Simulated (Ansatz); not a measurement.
Stepwise reaction of `O[Si@@H](Cl)N[Si@@H](O)Cl` with hydrogen fluoride, as a gas-phase model of exchange steps in deposition or etching. ΔE in kJ/mol.

Calculated with Ansatz (gas phase, PBE0-D4/def2-TZVP geometries, no zero-point term in ΔE). CCSD(T)/CBS is the MP2 limit (def2-TZVPP, def2-QZVPP) plus CCSD(T) − MP2 in def2-TZVPP, frozen cores. This one scheme is used for every species. DFT in def2-TZVPP. B3LYP here is the variant with VWN-RPA as its local correlation; programs differ in this. Each species was taken in one conformer, which may not be the lowest.

```
step                                                            reaction  PBE-D4  B3LYP-D4  ωB97M-V  CCSD(T)/CBS
   1  `O[Si@@H](Cl)N[Si@@H](O)Cl` + H–F → `O[Si@H](F)N[Si@H](O)Cl` + HCl   -45.7     -55.5    -53.8        -51.6
   2    `O[Si@H](F)N[Si@H](O)Cl` + H–F → `O[Si@@H](F)N[Si@@H](O)F` + HCl   -37.5     -47.3    -47.1        -44.8
```

By hand: ΔE of the 2 steps together at CCSD(T)/CBS.

(-51.6) + (-44.8) = -96.4 kJ/mol, or -48.2 kJ/mol a step.

In ΔE each step is higher than the one before. All are downhill at CCSD(T)/CBS. PBE-D4 differs from CCSD(T)/CBS by 5.9 to 7.3 kJ/mol a step. Isolated molecules leave out the surface, adducts and barriers. Largest T1 diagnostic: 0.012.
